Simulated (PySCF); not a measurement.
Species: H7N2PSi.
Z-matrix (Å and degrees, PBE0-D3(BJ)/def2-SVP geometry), rows numbered from 1:
```
N 
Si  1  1.7266
N   2  1.7242  1  106.61
P   2  2.2769  1  120.59  3  -116.89
H   1  1.0143  2  119.75  3    57.29
H   1  1.0138  2  118.97  3  -160.01
H   2  1.5010  1  103.90  3   126.35
H   3  1.0134  2  120.00  1  -162.13
H   3  1.0143  2  119.69  1    52.87
H   4  1.4283  2   93.43  1   -56.30
H   4  1.4291  2   94.21  1    37.91
```

Level: PBE0/pcSseg-1 and PBE0/def2-SVPD in PySCF, non-relativistic, on one gas-phase PBE0-D3(BJ)/def2-SVP geometry that isn't relaxed in the solvent. The solvent is an IEF-PCM continuum (cavity from Bondi-type radii × 1.2). Specific hydrogen bonds and non-electrostatic terms are outside this model.

Gas phase at PBE0/pcSseg-1: HOMO -6.69 eV, LUMO 0.74 eV, dipole 1.73 D.

Q: What does the continuum do to the energy, the frontier levels and the dipole at PBE0/pcSseg-1 in chloroform and dimethylsulfoxide?

A: 
```
          solvent      ε  E(solvent) − E(gas) (kcal/mol)  polarisation term (kcal/mol)  distortion of the solute (kcal/mol)  HOMO (eV)  LUMO (eV)  dipole (D)
       chloroform  4.711                           -4.39                         -4.70                                 0.31      -6.71       0.83        2.06
dimethylsulfoxide  46.83                           -6.15                         -6.78                                 0.63      -6.74       0.85        2.19
```

Polarisation term: ½ Σ q·V over the induced surface charges. Distortion: the rise of the solute's own energy as its density leaves the gas-phase optimum. From chloroform to dimethylsulfoxide the lowering changes by a factor 1.40, Onsager's factor (ε − 1)/(2ε + 1) by 1.36 and ε itself by 9.9.

Q: Which radius a makes the point-dipole formula ΔE = −[(ε − 1)/(2ε + 1)]·μ²/a³ give the value in dimethylsulfoxide, with the gas-phase dipole?

A: μ = 0.679 au and |ΔE| = 0.00979 Eh give a = 1.50 Å; the farthest nucleus lies 2.65 Å from the centroid of the nuclei, so such a sphere wouldn't even hold the nuclei. The formula assumes a rigid point dipole at the centre of a sphere.

Q: Which Hirshfeld charges (PBE0/pcSseg-1) respond most in chloroform (means over atoms taken as equivalent)?

A: 
```csv
atoms,environment,gas (e),solvent (e),change
P4,three-coordinate phosphorus,-0.058,-0.078,-0.020
H5/H6/H8/H9,N–H hydrogen,+0.117,+0.122,+0.005
H10/H11,P–H hydrogen,-0.014,-0.010,+0.004
H7,Si–H hydrogen,-0.101,-0.104,-0.003
N1/N3,silicon-bound nitrogen,-0.318,-0.322,-0.004
Si2,SiH silicon,+0.356,+0.356,0.000
```

Q: Which Mayer bond orders change most in chloroform?

A: 
```json
{"bond": "N1–Si2", "length (Å)": "1.727", "gas": "1.052", "solvent": "1.069", "change": "+0.017"}
{"bond": "Si2–P4", "length (Å)": "2.277", "gas": "0.929", "solvent": "0.915", "change": "-0.014"}
{"bond": "Si2–N3", "length (Å)": "1.724", "gas": "1.048", "solvent": "1.061", "change": "+0.013"}
{"bond": "N1–H5", "length (Å)": "1.014", "gas": "0.944", "solvent": "0.938", "change": "-0.006"}
{"bond": "N1–H6", "length (Å)": "1.014", "gas": "0.945", "solvent": "0.939", "change": "-0.006"}
{"bond": "N3–H8", "length (Å)": "1.013", "gas": "0.945", "solvent": "0.940", "change": "-0.005"}
{"bond": "N3–H9", "length (Å)": "1.014", "gas": "0.944", "solvent": "0.939", "change": "-0.005"}
{"bond": "Si2–H7", "length (Å)": "1.501", "gas": "0.874", "solvent": "0.870", "change": "-0.004"}
```

Q: How do the nuclear quadrupole coupling constants eQVzz/h respond in chloroform?

A: 
```
  nucleus  Q (barn)  gas (MHz)  solvent (MHz)  η gas  η solvent
14N at N1   0.02044      -4.40          -4.22   0.34       0.32
14N at N3   0.02044      -4.50          -4.34   0.30       0.29
```

Gas phase at PBE0/def2-SVPD: HOMO -6.72 eV, LUMO 0.28 eV, dipole 1.40 D.

Q: What does the continuum do to the energy, the frontier levels and the dipole at PBE0/def2-SVPD in chloroform?

A: 
| solvent | ε | E(solvent) − E(gas) (kcal/mol) | polarisation term (kcal/mol) | distortion of the solute (kcal/mol) | HOMO (eV) | LUMO (eV) | dipole (D) |
| --- | --- | --- | --- | --- | --- | --- | --- |
| chloroform | 4.711 | -4.01 | -4.35 | 0.34 | -6.74 | 0.41 | 1.72 |

Q: How does the static polarisability (PBE0/def2-SVPD, frozen core, with the continuum's full static response) change?

A: 
```json
{"medium": "gas", "isotropic (au)": "73.2", "principal values (au)": "64.7, 69.7, 85.2", "⟨r²⟩ of the electrons (bohr²)": "595.6"}
{"medium": "chloroform", "isotropic (au)": "93.8", "principal values (au)": "84.0, 88.3, 109.1", "⟨r²⟩ of the electrons (bohr²)": "595.6"}
```

The isotropic value in chloroform is 1.28 times the gas-phase one; no cavity-field correction is applied. ⟨r²⟩ is taken about the centre of nuclear charge.

On one thread, Arm Neoverse V2 (aarch64) (shared host), this took 5.2 s of wall time and 0.59 GiB of memory at its peak. This is the whole shielding run at PBE0/pcSseg-1 in dimethylsulfoxide, SCF included.
